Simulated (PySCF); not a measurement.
CHBClF3, SMILES FC(BCl)(F)F. Geometry: PBE-D3(BJ)/def2-SVP. The structure was generated by enumeration, and PubChem lists no compound with its InChIKey, so it may never have been made.

Computed equilibrium geometry at PBE-D3(BJ)/def2-SVP (PySCF confirms it by a frequency run) as bond lengths and angles, and its point group:
point group Cs.
Atoms: B1 C2 F3 F4 F5 Cl6 H7. Bonded distances (Å): B1–C2 1.607, B1–Cl6 1.732, B1–H7 1.209, C2–F3 1.350, C2–F4 1.363, C2–F5 1.363. Angles (°): C2–B1–Cl6 120.9, C2–B1–H7 118.8, Cl6–B1–H7 120.4, B1–C2–F3 115.7, B1–C2–F4 109.1, B1–C2–F5 109.1, F3–C2–F4 107.5, F3–C2–F5 107.5, F4–C2–F5 107.7.
Charge 0, spin multiplicity 1.
